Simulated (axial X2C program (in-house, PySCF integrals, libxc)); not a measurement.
**Spectroscopic constants of CaCl**

Computed with an axial X2C code built on PySCF integrals. Spin-free means the one-electron spin-free X2C Hamiltonian; two-component (2c) means X2C with spin–orbit coupling and atomic mean-field two-electron Coulomb and Gaunt terms, so the difference of the two also holds small scalar two-electron terms. Basis: Ca dyall-cv3z [11s12p6d4f], Cl dyall-av3z [9s8p3d2f] (cores contracted in-house); Gaussian nuclei, density fitting, unrestricted open shells. Masses: Ca 39.963 u, Cl 34.969 u.

State, spin-free: M_S = 1/2, Λ = 0 (beyond evenly filled blocks: σα); electrons by block: σα: 11, σβ: 10, π+α: 4, π+β: 4, π-α: 4, π-β: 4. Fragments: Ca + Cl.

State, 2c: Ω = 1/2 (⟨Sz⟩ = 0.50, ⟨Lz⟩ = 0.00 at PBE0); electrons by block: 1/2: 15, -1/2: 14, 3/2: 4, -3/2: 4. Fragments: Ca + Cl.

| Hamiltonian | level | Re (Å) | ωe (cm⁻¹) | Be (cm⁻¹) | De (eV) | D0 (eV) | μ (D) |
| --- | --- | --- | --- | --- | --- | --- | --- |
| spin-free | PBE0 | 2.427 | 371.3 | 0.1534 | 4.37 | 4.35 | -3.87 |
| spin-free | HF | 2.501 | 355.7 | 0.1445 | 3.66 | 3.64 | -4.05 |
| spin-free | MP2 | 2.502 | 351.4 | 0.1444 | 4.42 | 4.40 | n/a |
| spin-free | CCSD | 2.500 | 352.7 | 0.1447 | 4.00 | 3.98 | n/a |
| spin-free | CCSD(T) | 2.502 | 351.1 | 0.1444 | 4.09 | 4.07 | n/a |
| spin-free | BHandHLYP | 2.452 | 366.4 | 0.1504 | 4.07 | 4.04 | -4.33 |
| 2c | PBE0 | 2.427 | 371.3 | 0.1534 | 4.36 | 4.34 | -3.87 |
| 2c | HF | 2.501 | 355.6 | 0.1445 | 3.60 | 3.58 | -4.05 |
| 2c | MP2 | 2.502 | 351.3 | 0.1444 | 4.38 | 4.36 | n/a |
| 2c | CCSD | 2.500 | 352.6 | 0.1446 | 3.96 | 3.94 | n/a |
| 2c | CCSD(T) | 2.502 | 351.1 | 0.1444 | 4.06 | 4.04 | n/a |
| 2c | BHandHLYP | 2.452 | 366.3 | 0.1504 | 4.05 | 4.02 | -4.33 |

Correlated methods: 9 electrons correlated (number of frozen shells: Ca 3 s, 2 p; Cl 2 s, 1 p), 249 virtual spin orbitals or spinors in MP2, 90 natural virtuals in coupled cluster.

Dipoles are positive if Cl is the positive end.

The state is a single determinant with fixed occupations, the lowest that a limited PBE0 search found. Dissociation energies refer to the lowest single-determinant-based atoms at the same level and basis. Density functionals use the spin component along the axis (collinear). Coupled cluster ran in a truncated set of natural virtual spinors; the MP2 energy of the rest was added. (T) has no such correction and the atoms are truncated less, which lowers De at CCSD(T) by a hundredth of an eV or more. A 2c atom that is not at its ground J level misses part of its spin–orbit lowering, and De is too large by that part (0.04 eV or less for light atoms). This holds for PBE0, BHandHLYP. The functionals have no current-density term, which raises determinants with orbital currents, atoms included. The outer-core s and p shells of the metal are frozen in the correlated rows, which leaves out core–valence correlation; for alkali and alkaline-earth bonds that tends to lengthen them.

Rough cost a point (2c) on 1 thread(s) of a shared host, integrals apart: PBE0 0.9 s, HF 0.5 s, CCSD(T) 3 s, BHandHLYP 0.9 s.

The whole task took 120 s on 1 thread of AMD EPYC 7B13 (Zen 3), with other jobs on the host.
